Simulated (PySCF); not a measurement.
## Spinor energies of W(2+) (tungsten, charge +2)

Start: [Xe] 4f14 5d4; 5d3/2 filled at m_j = -3/2, -1/2, +1/2, +3/2. Calculated with PySCF 2.14 in x2c-TZVPPall-2c (11s11p10d3f1g, 124 functions): generalised Hartree-Fock with the X2C-1e Hamiltonian and a Gaussian nucleus; one run each with spin-orbit coupling (SO) switched off, then screened by Boettger's factors.

```
spinor shell  electrons  ε, spin-free (eV)  ε, screened SO (eV)  weight of nominal j (screened SO)  rms radius, screened SO (bohr)
       1s1/2          2           -69917.4             -69895.9                              1.000                          0.0208
       2s1/2          2           -12223.2             -12216.5                              1.000                          0.0838
       2p1/2          2           -10695.5             -11662.0                              1.000                          0.0713
       2p3/2          4           -10695.5             -10303.5                              1.000                          0.0787
       3s1/2          2            -2890.2              -2887.9                              1.000                           0.214
       3p1/2          2            -2430.0              -2641.4                              1.000                           0.206
       3p3/2          4            -2430.0              -2342.6                              1.000                           0.221
       3d3/2          4            -1894.7              -1932.3                              1.000                           0.195
       3d5/2          6            -1894.7              -1867.7                              1.000                           0.199
       4s1/2          2            -641.54              -640.76                              1.000                           0.478
       4p1/2          2            -487.86              -537.32                              1.000                           0.486
       4p3/2          4            -487.86              -467.16                              1.000                           0.519
       4d3/2          4            -289.09              -296.81                              0.999                           0.544
       4d5/2          6            -289.09              -283.24                              1.000                           0.556
       5s1/2          2            -109.57              -109.35                              1.000                            1.15
       5p1/2          2            -68.754              -77.766                              0.933                            1.29
       4f5/2          6            -66.238              -67.280                              0.922                           0.741
       5p3/2          4            -68.754              -64.583                              0.841                            1.29
       4f7/2          8            -66.238              -64.822                              0.983                           0.680
       5d3/2          4            -26.076              -26.085                              0.638                            1.99
```

```csv
quantity,spin-free,screened SO
E (hartree),-16129.78890,-16148.80161
M_J,0,0
⟨J²⟩,4.014,2.964
⟨L²⟩,6.009,5.801
⟨S²⟩,6.005,5.774
```

The determinant has a definite M_J but mixes levels of different J.

Each row is a mean over spinors that exchange with the open shell spreads, by up to 4.252 eV (5p3/2).

Rows whose weight is well below 1 are mixtures of j = l ± 1/2: exchange outweighs spin-orbit coupling there, and the label is only the starting occupation.

Breit and QED terms are absent; they matter most for the inner s and p1/2 levels.

Densities and radii are taken from the X2C orbitals without a picture-change correction, which distorts them close to the nucleus.

Without spin-orbit coupling the j labels of p, d and f shells carry no meaning; the spin-free column gives the mean over the occupied spinors of each nl shell, and its ⟨J²⟩ belongs to a mixture of degenerate components.
